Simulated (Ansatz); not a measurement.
# What each rung costs, and what it gives

The pair of N₂ (SMILES N#N, atoms 1–2) and BF₃ (SMILES FB(F)F, atoms 3–6), both closed shells, in one local arrangement (a lower one may exist), relaxed at PBE0-D4/def2-TZVP:

```
6
angstrom
N -0.0840 0.3176 -2.7934
N -0.0524 0.1958 -1.7119
F -0.8080 0.8673 1.2707
B 0.0337 -0.1270 1.1146
F 1.3257 0.1012 1.1167
F -0.4152 -1.3547 1.0034
```

Interaction energies are counterpoise-corrected; the time is that of the whole pair.

Program: Ansatz 0.2.0. Basis: as named in each row. Cores are frozen in the correlated methods. B3LYP uses VWN-RPA correlation. Extrapolation: Hartree–Fock as exp(−7.88 √X), correlation as X^−2.97.

Times are rough, for one single point on 4 threads of a shared host (Arm Neoverse V1).

The estimate by CCSD(T) at an estimated basis limit (MP2 extrapolated from triple and quadruple zeta, plus CCSD(T) − MP2 in triple zeta) is -0.079 eV.

```json
{"method": "HF", "basis": "STO-3G", "time (s)": "under 1", "interaction energy (eV)": "-0.046", "method less estimate": "0.034"}
{"method": "PBE-D4", "basis": "STO-3G", "time (s)": "under 1", "interaction energy (eV)": "-0.043", "method less estimate": "0.037"}
{"method": "SPW92", "basis": "def2-SVP", "time (s)": "under 1", "interaction energy (eV)": "-0.123", "method less estimate": "-0.044"}
{"method": "B3LYP-D4", "basis": "6-31G", "time (s)": "under 1", "interaction energy (eV)": "-0.121", "method less estimate": "-0.041"}
{"method": "PBE0-D4", "basis": "def2-SVP", "time (s)": "1", "interaction energy (eV)": "-0.083", "method less estimate": "-0.003"}
{"method": "PBE-D4", "basis": "def2-TZVPPD", "time (s)": "2", "interaction energy (eV)": "-0.077", "method less estimate": "0.002"}
{"method": "revPBE-D4", "basis": "def2-TZVPPD", "time (s)": "2", "interaction energy (eV)": "-0.064", "method less estimate": "0.015"}
{"method": "BLYP-D4", "basis": "def2-TZVPPD", "time (s)": "2", "interaction energy (eV)": "-0.066", "method less estimate": "0.013"}
{"method": "PBE-D4", "basis": "def2-SVP", "time (s)": "2", "interaction energy (eV)": "-0.079", "method less estimate": "0.000"}
{"method": "PBE0-D4", "basis": "def2-TZVPPD", "time (s)": "2", "interaction energy (eV)": "-0.077", "method less estimate": "0.003"}
{"method": "HSE06-D4", "basis": "def2-TZVPPD", "time (s)": "2", "interaction energy (eV)": "-0.076", "method less estimate": "0.003"}
{"method": "B3LYP-D4", "basis": "def2-TZVPPD", "time (s)": "2", "interaction energy (eV)": "-0.075", "method less estimate": "0.004"}
{"method": "CCSD(T)", "basis": "def2-SVP", "time (s)": "3", "interaction energy (eV)": "-0.053", "method less estimate": "0.027"}
{"method": "r2SCAN-D4", "basis": "def2-TZVPPD", "time (s)": "3", "interaction energy (eV)": "-0.082", "method less estimate": "-0.002"}
{"method": "wB97M-V", "basis": "def2-SVP", "time (s)": "3", "interaction energy (eV)": "-0.090", "method less estimate": "-0.010"}
{"method": "B2PLYP", "basis": "def2-TZVPPD", "time (s)": "4", "interaction energy (eV)": "-0.050", "method less estimate": "0.030"}
{"method": "wB97X-V", "basis": "def2-TZVPPD", "time (s)": "5", "interaction energy (eV)": "-0.081", "method less estimate": "-0.002"}
{"method": "B97M-V", "basis": "def2-TZVPPD", "time (s)": "6", "interaction energy (eV)": "-0.087", "method less estimate": "-0.007"}
{"method": "wB97M-V", "basis": "def2-TZVPPD", "time (s)": "6", "interaction energy (eV)": "-0.081", "method less estimate": "-0.002"}
{"method": "MP2", "basis": "def2-QZVPPD", "time (s)": "23", "interaction energy (eV)": "-0.079", "method less estimate": "0.001"}
{"method": "CCSD(T)", "basis": "def2-TZVPPD", "time (s)": "160", "interaction energy (eV)": "-0.073", "method less estimate": "0.006"}
```

The T1 diagnostic stays at or below 0.014.
